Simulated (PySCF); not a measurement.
B(F)(SeH)2, H₂BFSe₂, SMILES [SeH]B([SeH])F (B3LYP/def2-SVP optimised geometry):

```
6

B     -0.500     0.540     0.000
F     -1.169     1.687     0.000
Se     1.457     0.540     0.000
H      1.561     2.013     0.000
Se    -1.561    -1.108     0.000
H     -0.397    -2.013     0.002
```

Computed with B3LYP/def2-TZVP (PySCF 2.14.0).

**Question.** What are the frontier orbital energies and the dipole moment?

**Answer.** HOMO-2 -8.63 eV, HOMO-1 -7.98 eV, HOMO -7.01 eV, LUMO -0.85 eV, LUMO+1 -0.70 eV; dipole moment 0.84 D.

On the same geometry PBE/def2-TZVP (PySCF) gives HOMO-2 -7.61 eV, HOMO-1 -7.03 eV, HOMO -6.13 eV, LUMO -1.56 eV, LUMO+1 -1.30 eV; dipole moment 0.79 D.

Meta-Löwdin charges at B3LYP/def2-TZVP: B1 0.16, F2 -0.28, Se3 -0.02, H4 0.07, Se5 0.00, H6 0.07.
